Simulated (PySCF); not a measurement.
# Bond length, frequency and bond energy of BaF by level of theory

State: ²Σ⁺ (doublet), unpaired electrons σ ↑. Set-up: basis Ba x2c-TZVPPall, F x2c-TZVPPall; spin-free X2C with a Gaussian nucleus; PySCF 2.14. De refers to Ba + F in their high-spin ground configurations, without counterpoise correction. The functionals are run spin-unrestricted. A positive dipole means Ba(−)F(+).

```
      Level  Re (Å)  ωe (cm⁻¹)  De (eV)  μ (D)  CPU s a point (SCF and correlation, without the integrals)
        UHF   2.202        450     4.41  -2.72                                                         3.4
    UHF-MP2   2.159        463     6.00    n/a                                                         5.9
UHF-SCS-MP2   2.171        457     5.76    n/a                                                         n/a
        PBE   2.156        469     6.33  -2.97                                                         2.6
       BP86   2.160        467     6.26  -3.12                                                         1.5
     r²SCAN   2.154        472     6.37  -2.95                                                           3
       PBE0   2.149        476     6.00  -2.90                                                         7.1
    r²SCAN0   2.150        476     6.00  -3.04                                                         5.2
      B97-3   2.165        462     5.75  -2.92                                                           4
      HSE06   2.153        475     5.98  -3.09                                                          17
  BHandHLYP   2.169        467     5.53  -3.35                                                         3.8
```

Question: What does a quarter of exact exchange do here, going from PBE to PBE0?

Answer: PBE0 less PBE: -0.7 pm in Re, +1.5 % in ωe, -0.33 eV in De. Exact exchange removes part of the self-interaction that spreads semilocal densities, and in most molecules shortens and stiffens the bond and lowers De; so it does here.

Question: What does the step from GGA to meta-GGA do here, going from PBE to r²SCAN?

Answer: r²SCAN less PBE: -0.2 pm in Re, +0.6 % in ωe, +0.04 eV in De. 

Question: What does a quarter of exact exchange do here, going from r²SCAN to r²SCAN0?

Answer: r²SCAN0 less r²SCAN: -0.4 pm in Re, +0.8 % in ωe, -0.37 eV in De. Exact exchange removes part of the self-interaction that spreads semilocal densities, and in most molecules shortens and stiffens the bond and lowers De; so it does here.

Correlated steps freeze 19 core orbitals. These are scalar-relativistic numbers at best; spin–orbit coupling would shift them, the dissociation energy most. The state was picked by a PBE0 search and need not be the measured ground state.

The whole job (state search and all levels along the bond) took about 8.7 min on 2 threads of Intel Xeon Platinum 8259CL @ 2.50GHz (shared host), peak memory 5.9 GiB.
